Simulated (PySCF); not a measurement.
H$_{6}$ClInO$_{2}$Si$_{2}$, singlet, at a GFN2-xTB geometry (such geometries of metal compounds can be far from the true shape) (all electrons, no relativity), with bond 11-9 at 1.4 times its length; PySCF with CASSCF(6,5)/STO-3G.

PySCF was given this input:
```python
from pyscf import gto, scf, mcscf, mp
import numpy

mol = gto.M(
    atom='''
In   -0.14809668    0.18511946    0.32269948
Cl   -0.33936627    0.19946552    2.59639442
O     0.80863953   -1.20293193   -0.67488859
Si    1.66678536   -2.51938287   -0.29126496
H     2.84335424   -2.15447291    0.51142149
H     2.01693134   -3.00192262   -1.62780618
H     0.84309093   -3.47544323    0.46299222
O    -0.92945398    1.55322213   -0.84055051
Si   -0.88235888    1.67157730   -2.46080700
H     0.49956613    1.81296468   -2.94770418
H    -1.97313706    3.40238162   -2.64918764
H    -1.53094743    0.51619750   -3.10199777
''',
    basis='sto-3g',
    verbose=4,
)

mf = scf.RHF(mol)
mf.kernel()
mc = mcscf.CASSCF(mf, 5, 6)
mc.fix_spin_(ss=0.0)
noons, natorbs = mcscf.addons.make_natural_orbitals(mp.MP2(mf).run())
mc.kernel(natorbs)
occ = numpy.linalg.eigvalsh(mc.fcisolver.make_rdm1(mc.ci, mc.ncas, mc.nelecas))[::-1]
ss = mc.fcisolver.spin_square(mc.ci, mc.ncas, mc.nelecas)[0]
print('natural occupations', occ.round(4), ' <S^2>', round(ss, 4))
```

It wrote (shortened):

```
PySCF version 2.14.0

[INPUT] verbose = 4
[INPUT] num. atoms = 12
[INPUT] num. electrons = 116
[INPUT] charge = 0
[INPUT] spin (= nelec alpha-beta = 2S) = 0
[INPUT] symmetry False subgroup None
[INPUT] Mole.unit = angstrom
[INPUT] Symbol           X                Y                Z      unit          X                Y                Z       unit  Magmom
[...]
nuclear repulsion = 950.697935406989
number of shells = 38
number of NR pGTOs = 210
number of NR cGTOs = 70
basis = sto-3g
ecp = {}

******** <class 'pyscf.scf.hf.RHF'> ********
method = RHF
initial guess = minao
damping factor = 0
level_shift factor = 0
DIIS = <class 'pyscf.scf.diis.CDIIS'>
diis_start_cycle = 1
diis_space = 8
diis_damp = 0
SCF conv_tol = 1e-09
SCF conv_tol_grad = None
SCF max_cycles = 50
direct_scf = True
direct_scf_tol = 1e-13
Set gradient conv threshold to 3.16228e-05
Initial guess from minao.
init E= -6843.69930642643
[...]
cycle= 1 E= -6859.64199117481  delta_E= -15.9  |g|= 0.75  |ddm|= 4.11
[...]
cycle= 2 E= -6859.85406010163  delta_E= -0.212  |g|= 0.356  |ddm|= 1.78
[...]
cycle= 3 E= -6859.90040375252  delta_E= -0.0463  |g|= 0.057  |ddm|= 0.595
[...]
cycle= 4 E= -6859.90246860585  delta_E= -0.00206  |g|= 0.0114  |ddm|= 0.14
[...]
cycle= 5 E= -6859.90258506825  delta_E= -0.000116  |g|= 0.00283  |ddm|= 0.0382
[...]
cycle= 6 E= -6859.9025923602  delta_E= -7.29e-06  |g|= 0.000968  |ddm|= 0.00939
[...]
cycle= 7 E= -6859.90259299535  delta_E= -6.35e-07  |g|= 0.000345  |ddm|= 0.00246
[...]
cycle= 8 E= -6859.9025931136  delta_E= -1.18e-07  |g|= 8.4e-05  |ddm|= 0.00127
[...]
cycle= 9 E= -6859.90259312411  delta_E= -1.05e-08  |g|= 1.86e-05  |ddm|= 0.000452
[...]
cycle= 10 E= -6859.9025931246  delta_E= -4.97e-10  |g|= 3.48e-06  |ddm|= 0.000105
[...]
Extra cycle  E= -6859.90259312459  delta_E= 1.64e-11  |g|= 1.61e-06  |ddm|= 9.57e-06
converged SCF energy = -6859.90259312459

******** <class 'pyscf.mp.mp2.RMP2'> ********
nocc = 58, nmo = 70
E(RMP2) = -6860.1213916167  E_corr = -0.218798492113567
E(SCS-RMP2) = -6860.13348909098  E_corr = -0.230895966390037
E_corr(same-spin) = -0.0365333355533585
E_corr(oppo-spin) = -0.182265156560209

******** <class 'pyscf.mcscf.mc1step.CASSCF'> ********
CAS (3e+3e, 5o), ncore = 55, nvir = 10
max_cycle_macro = 50
max_cycle_micro = 4
conv_tol = 1e-07
conv_tol_grad = None
orbital rotation max_stepsize = 0.02
orbital rotation threshold for CI restart = 0.01
augmented hessian ah_max_cycle = 30
augmented hessian ah_conv_tol = 1e-12
augmented hessian ah_linear dependence = 1e-14
augmented hessian ah_level shift = 1e-08
augmented hessian ah_start_tol = 2.5
augmented hessian ah_start_cycle = 3
augmented hessian ah_grad_trust_region = 3
kf_trust_region = 3
kf_interval = 4
ci_response_space = 4
ci_grad_trust_region = 3
with_dep4 0
natorb = False
canonicalization = True
sorting_mo_energy = False
ao2mo_level = 2
internal_rotation = False
******** <class 'pyscf.fci.addons.SpinPenaltyFCISolver'> ********
max. cycles = 50
conv_tol = 1e-08
davidson only = True
linear dependence = 1e-12
level shift = 0.001
max iter space = 12
nroots = 1
pspace_size = 400
spin = None
CASCI E = -6859.95006516399  S^2 = 0.0000000
Set conv_tol_grad to 0.000316228
macro iter   1 ( 21 JK    4 micro), CASSCF E = -6859.95622033862  dE = -6.15517463e-03  S^2 = 0.0000000
               |grad[o]|=0.0289  |grad[c]|=0.0177  |ddm|=0.0128  |maxRot[o]|=0.218
macro iter   2 ( 21 JK    4 micro), CASSCF E = -6859.95849770179  dE = -2.27736317e-03  S^2 = 0.0000000
               |grad[o]|=0.0185  |grad[c]|=0.0132  |ddm|=0.00836  |maxRot[o]|=0.104
macro iter   3 ( 21 JK    4 micro), CASSCF E = -6859.95894691605  dE = -4.49214253e-04  S^2 = 0.0000000
               |grad[o]|=0.00955  |grad[c]|=0.0105  |ddm|=0.00474  |maxRot[o]|=0.0548
macro iter   4 ( 21 JK    4 micro), CASSCF E = -6859.95906493309  dE = -1.18017047e-04  S^2 = 0.0000000
               |grad[o]|=0.0061  |grad[c]|=0.015  |ddm|=0.00426  |maxRot[o]|=0.0232
macro iter   5 ( 21 JK    4 micro), CASSCF E = -6859.95909826697  dE = -3.33338767e-05  S^2 = 0.0000000
               |grad[o]|=0.00489  |grad[c]|=0.0188  |ddm|=0.00425  |maxRot[o]|=0.0353
macro iter   6 ( 21 JK    4 micro), CASSCF E = -6859.95910865609  dE = -1.03891171e-05  S^2 = 0.0000000
               |grad[o]|=0.00474  |grad[c]|=0.0205  |ddm|=0.00472  |maxRot[o]|=0.0214
macro iter   7 ( 21 JK    4 micro), CASSCF E = -6859.95911467559  dE = -6.01950160e-06  S^2 = 0.0000000
               |grad[o]|=0.00501  |grad[c]|=0.0211  |ddm|=0.00458  |maxRot[o]|=0.0343
macro iter   8 ( 21 JK    4 micro), CASSCF E = -6859.95912499300  dE = -1.03174134e-05  S^2 = 0.0000000
               |grad[o]|=0.00523  |grad[c]|=0.0201  |ddm|=0.00432  |maxRot[o]|=0.0272
macro iter   9 ( 21 JK    4 micro), CASSCF E = -6859.95913810155  dE = -1.31085426e-05  S^2 = 0.0000000
               |grad[o]|=0.00526  |grad[c]|=0.0182  |ddm|=0.0038  |maxRot[o]|=0.0239
macro iter  10 ( 21 JK    4 micro), CASSCF E = -6859.95915218539  dE = -1.40838401e-05  S^2 = 0.0000000
               |grad[o]|=0.00512  |grad[c]|=0.0164  |ddm|=0.00336  |maxRot[o]|=0.0159
macro iter  11 ( 21 JK    4 micro), CASSCF E = -6859.95916369965  dE = -1.15142602e-05  S^2 = 0.0000000
               |grad[o]|=0.0049  |grad[c]|=0.0156  |ddm|=0.00316  |maxRot[o]|=0.0135
macro iter  12 ( 21 JK    4 micro), CASSCF E = -6859.95917319746  dE = -9.49781406e-06  S^2 = 0.0000000
               |grad[o]|=0.00473  |grad[c]|=0.0152  |ddm|=0.00303  |maxRot[o]|=0.0116
macro iter  13 ( 21 JK    4 micro), CASSCF E = -6859.95918079666  dE = -7.59920385e-06  S^2 = 0.0000000
               |grad[o]|=0.00461  |grad[c]|=0.0148  |ddm|=0.00291  |maxRot[o]|=0.00987
macro iter  14 ( 21 JK    4 micro), CASSCF E = -6859.95918712498  dE = -6.32831507e-06  S^2 = 0.0000000
               |grad[o]|=0.00451  |grad[c]|=0.0144  |ddm|=0.0028  |maxRot[o]|=0.00808
macro iter  15 ( 21 JK    4 micro), CASSCF E = -6859.95919235729  dE = -5.23230938e-06  S^2 = 0.0000000
[...]
               |grad[o]|=0.00418  |grad[c]|=0.0132  |ddm|=0.00237  |maxRot[o]|=0.00261
macro iter  22 ( 21 JK    4 micro), CASSCF E = -6859.95921096470  dE = -1.29466298e-06  S^2 = 0.0000000
               |grad[o]|=0.00416  |grad[c]|=0.0132  |ddm|=0.00238  |maxRot[o]|=0.00249
macro iter  23 ( 21 JK    4 micro), CASSCF E = -6859.95921205277  dE = -1.08806853e-06  S^2 = 0.0000000
               |grad[o]|=0.00416  |grad[c]|=0.0132  |ddm|=0.00234  |maxRot[o]|=0.00216
macro iter  24 ( 21 JK    4 micro), CASSCF E = -6859.95921278832  dE = -7.35552021e-07  S^2 = 0.0000000
               |grad[o]|=0.00414  |grad[c]|=0.0133  |ddm|=0.00237  |maxRot[o]|=0.00279
macro iter  25 ( 21 JK    4 micro), CASSCF E = -6859.95921347293  dE = -6.84608494e-07  S^2 = 0.0000000
               |grad[o]|=0.00414  |grad[c]|=0.0131  |ddm|=0.00231  |maxRot[o]|=0.00284
macro iter  26 ( 21 JK    4 micro), CASSCF E = -6859.95921354708  dE = -7.41429176e-08  S^2 = 0.0000000
               |grad[o]|=0.00414  |grad[c]|=0.0133  |ddm|=0.00234  |maxRot[o]|=0.00459
macro iter  27 ( 21 JK    4 micro), CASSCF E = -6859.95923203235  dE = -1.84852706e-05  S^2 = 0.0000000
               |grad[o]|=0.00414  |grad[c]|=0.00135  |ddm|=0.000198  |maxRot[o]|=0.0114
macro iter  28 ( 21 JK    4 micro), CASSCF E = -6859.95924530108  dE = -1.32687373e-05  S^2 = 0.0000000
               |grad[o]|=0.00336  |grad[c]|=0.00528  |ddm|=0.000686  |maxRot[o]|=0.00749
macro iter  29 ( 21 JK    4 micro), CASSCF E = -6859.95924743161  dE = -2.13052226e-06  S^2 = 0.0000000
               |grad[o]|=0.0028  |grad[c]|=0.00795  |ddm|=0.00115  |maxRot[o]|=0.00939
macro iter  30 ( 21 JK    4 micro), CASSCF E = -6859.95924473849  dE =  2.69311931e-06  S^2 = 0.0000000
               |grad[o]|=0.00271  |grad[c]|=0.011  |ddm|=0.00174  |maxRot[o]|=0.00522
macro iter  31 ( 21 JK    4 micro), CASSCF E = -6859.95925619454  dE = -1.14560489e-05  S^2 = 0.0000000
               |grad[o]|=0.00294  |grad[c]|=0.00106  |ddm|=0.000137  |maxRot[o]|=0.011
macro iter  32 ( 21 JK    4 micro), CASSCF E = -6859.95925148767  dE =  4.70686518e-06  S^2 = 0.0000000
               |grad[o]|=0.00228  |grad[c]|=0.00219  |ddm|=0.000177  |maxRot[o]|=0.0145
macro iter  33 ( 21 JK    4 micro), CASSCF E = -6859.95926786486  dE = -1.63771874e-05  S^2 = 0.0000000
               |grad[o]|=0.00188  |grad[c]|=0.0006  |ddm|=8.29e-05  |maxRot[o]|=0.0244
macro iter  34 ( 12 JK    3 micro), CASSCF E = -6859.95927037834  dE = -2.51348138e-06  S^2 = 0.0000000
               |grad[o]|=0.0017  |grad[c]|=0.000168  |ddm|=5.06e-05  |maxRot[o]|=0.0039
macro iter  35 ( 21 JK    4 micro), CASSCF E = -6859.95927111624  dE = -7.37899427e-07  S^2 = 0.0000000
               |grad[o]|=0.0016  |grad[c]|=0.00728  |ddm|=0.00088  |maxRot[o]|=0.0129
macro iter  36 (  7 JK    2 micro), CASSCF E = -6859.95930889052  dE = -3.77742808e-05  S^2 = 0.0000000
               |grad[o]|=0.00174  |grad[c]|=0.0074  |ddm|=0.00117  |maxRot[o]|=0.0552
macro iter  37 (  7 JK    2 micro), CASSCF E = -6859.95935259774  dE = -4.37072240e-05  S^2 = 0.0000000
               |grad[o]|=0.00152  |grad[c]|=0.00902  |ddm|=0.00135  |maxRot[o]|=0.0621
macro iter  38 (  7 JK    2 micro), CASSCF E = -6859.95939713387  dE = -4.45361275e-05  S^2 = 0.0000000
               |grad[o]|=0.00128  |grad[c]|=0.00991  |ddm|=0.00138  |maxRot[o]|=0.0659
macro iter  39 (  7 JK    2 micro), CASSCF E = -6859.95943663438  dE = -3.95005045e-05  S^2 = 0.0000000
               |grad[o]|=0.00103  |grad[c]|=0.0104  |ddm|=0.00138  |maxRot[o]|=0.0678
macro iter  40 (  7 JK    2 micro), CASSCF E = -6859.95946518897  dE = -2.85545993e-05  S^2 = 0.0000000
               |grad[o]|=0.000768  |grad[c]|=0.0107  |ddm|=0.00149  |maxRot[o]|=0.0688
macro iter  41 (  7 JK    2 micro), CASSCF E = -6859.95947831069  dE = -1.31217184e-05  S^2 = 0.0000000
               |grad[o]|=0.000487  |grad[c]|=0.0108  |ddm|=0.00171  |maxRot[o]|=0.0691
macro iter  42 ( 12 JK    3 micro), CASSCF E = -6859.95948060848  dE = -2.29778561e-06  S^2 = 0.0000000
               |grad[o]|=0.000362  |grad[c]|=0.00527  |ddm|=0.0026  |maxRot[o]|=0.104
macro iter  43 ( 12 JK    3 micro), CASSCF E = -6859.95947966288  dE =  9.45602551e-07  S^2 = 0.0000000
               |grad[o]|=0.000821  |grad[c]|=0.00156  |ddm|=0.00159  |maxRot[o]|=0.066
macro iter  44 ( 21 JK    4 micro), CASSCF E = -6859.95948650232  dE = -6.83944745e-06  S^2 = 0.0000000
               |grad[o]|=0.00104  |grad[c]|=0.000962  |ddm|=0.00174  |maxRot[o]|=0.0956
macro iter  45 ( 12 JK    3 micro), CASSCF E = -6859.95948990084  dE = -3.39851340e-06  S^2 = 0.0000000
               |grad[o]|=0.000726  |grad[c]|=0.000287  |ddm|=0.00312  |maxRot[o]|=0.0819
macro iter  46 ( 17 JK    4 micro), CASSCF E = -6859.95946779112  dE =  2.21097207e-05  S^2 = 0.0000000
               |grad[o]|=0.000385  |grad[c]|=0.0108  |ddm|=0.00246  |maxRot[o]|=0.0581
macro iter  47 ( 21 JK    4 micro), CASSCF E = -6859.95948242546  dE = -1.46343418e-05  S^2 = 0.0000000
               |grad[o]|=0.00057  |grad[c]|=0.00321  |ddm|=0.000865  |maxRot[o]|=0.0524
macro iter  48 ( 17 JK    4 micro), CASSCF E = -6859.95948358045  dE = -1.15499279e-06  S^2 = 0.0000000
               |grad[o]|=0.000445  |grad[c]|=0.00212  |ddm|=0.000539  |maxRot[o]|=0.0429
macro iter  49 ( 17 JK    4 micro), CASSCF E = -6859.95946369267  dE =  1.98877824e-05  S^2 = 0.0000000
               |grad[o]|=0.000583  |grad[c]|=0.00822  |ddm|=0.00199  |maxRot[o]|=0.0814
macro iter  50 ( 21 JK    4 micro), CASSCF E = -6859.95946496855  dE = -1.27587828e-06  S^2 = 0.0000000
               |grad[o]|=0.0011  |grad[c]|=0.000514  |ddm|=0.000149  |maxRot[o]|=0.00564
1-step CASSCF not converged,  50 macro (918 JK 184 micro) steps
CASSCF canonicalization
Density matrix diagonal elements [1.98931489 1.97352735 1.88541642 0.1171595  0.03458183]
CASSCF energy = -6859.95946496855
CASCI E = -6859.95946496855  E(CI) = -6.24123536146544  S^2 = 0.0000000
natural occupations [1.9996 1.9724 1.8785 0.1218 0.0277]  <S^2> 0.0
```

The run did not converge; its last values are not results.
